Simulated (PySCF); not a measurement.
Cl₄Hf, multiplicity 1. Atoms are numbered in the order given.

```xyz
5

Hf     0.0000     0.0000     0.0000
Cl     1.3504     1.3504    -1.3504
Cl    -1.3504     1.3504     1.3504
Cl    -1.3504    -1.3504    -1.3504
Cl     1.3504    -1.3504     1.3504
```
Charge 0, spin multiplicity 1.

The structure is a stationary point at B3LYP-D3(BJ)/def2-SVP. The spin state was assumed, not searched. The isomer is the one that the SMILES or the coordinates give; other isomers of the formula were not compared. The def2 effective core potentials stand for the cores of Hf; spin–orbit coupling is left out.

Level of theory: PBE0/def2-TZVP in PySCF.

```yaml
total_energy: -1888.59169 hartree
point_group: Td
highest_occupied_level: -9.72 eV
lowest_empty_level: -2.28 eV
orbital_gap: 7.44 eV
dipole_moment: 0.00 D
quadrupole, principal values (traceless, Buckingham form, about the centre of nuclear charge): 0.00, 0.00, 0.00 D·Å
mean_static_polarisability: 86.2 bohr³ (12.77 Å³)
polarisability_principal_values: 86.2, 86.2, 86.2 bohr³
```
